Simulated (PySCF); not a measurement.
A structure optimised at B3LYP-D3(BJ)/def2-SVP, used in a PySCF frequency run:

```
C
C 1 1.3751
H 2 1.0920 1 123.26
C 2 1.4226 3 120.84 1 180.00
C 4 1.3919 2 121.89 3 180.00
H 4 1.0928 5 119.08 2 180.00
H 5 1.0928 4 119.08 6 0.00
C 5 1.4226 7 119.04 4 180.00
C 8 1.3751 5 115.90 7 180.00
H 8 1.0920 9 123.26 1 180.00
C 1 1.5118 2 147.79 3 0.00
C 11 1.3751 1 147.79 2 0.00
H 12 1.0920 11 123.26 1 0.00
C 12 1.4226 13 120.84 11 180.00
C 14 1.3919 12 121.89 13 180.00
H 15 1.0928 14 119.08 12 180.00
H 14 1.0928 15 119.08 16 0.00
C 15 1.4226 16 119.04 14 180.00
C 18 1.3751 15 115.90 16 180.00
H 18 1.0920 19 123.26 11 180.00
```

Question: Write its SMILES, formula and point group.

Answer: c1ccc2c(c1)-c1ccccc1-2, C₁₂H₈, D2h

Question: What are its rotational constants (standard atomic weights)?

Answer: 2.7995, 0.66791, 0.53926 GHz
